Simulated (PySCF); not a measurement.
Q: Give a PBE0-D3(BJ)/def2-SVP geometry of 2-(methoxymethyl)pyridine, `COCc1ccccn1`.

A: 
```
atom  x, y, z in Å
C1    -2.837   -0.223   -0.626
O2    -2.253   -0.840    0.484
C3    -1.321   -0.037    1.145
C4     0.017    0.051    0.447
C5     0.449   -0.970   -0.405
C6     1.703   -0.858   -0.995
C7     2.481    0.262   -0.709
C8     1.959    1.220    0.158
N9     0.757    1.126    0.718
H10   -2.094    0.044   -1.401
H11   -3.378    0.699   -0.340
H12   -3.556   -0.930   -1.062
H13   -1.168   -0.481    2.143
H14   -1.693    0.993    1.303
H15   -0.203   -1.826   -0.588
H16    2.072   -1.636   -1.669
H17    3.472    0.394   -1.149
H18    2.542    2.115    0.405
```

Any rigid rotation of these coordinates is as good. Atoms count from 1 in this order. The 6-membered ring C4–C5–C6–C7–C8–N9 has internal angles of 118.1° to 123.5°; it is planar, 0.00 Å rms from its mean plane, widest ring torsion 1°. Of the pairs four or more bonds apart, O2···H15 is among the closest relative to their van der Waals radii: 2.51 Å, 92 % of the sum of Bondi's values. The 5 C–C bonds span 1.391 Å (C5–C6, aromatic) to 1.512 Å (C3–C4, drawn single), a spread of 0.121 Å. N9 (pyridine-type nitrogen) is bent (angle 118.3°).

Bonds between heavy atoms (Å): C1–O2 1.398, O2–C3 1.396, C3–C4 1.512, C4–C5 1.399, C5–C6 1.391, C6–C7 1.393, C7–C8 1.394, C8–N9 1.330, C4–N9 1.333.

Level of theory: PBE0-D3(BJ)/def2-SVP geometry optimisation, gas phase in PySCF.

Point group: C1 (no symmetry element, even within 0.4 Å). PBE0-D3(BJ)/def2-SVP frequencies: not computed here. The numbers are those of one conformer (C1–O2–C3–C4 -77°, O2–C3–C4–C5 -25°).
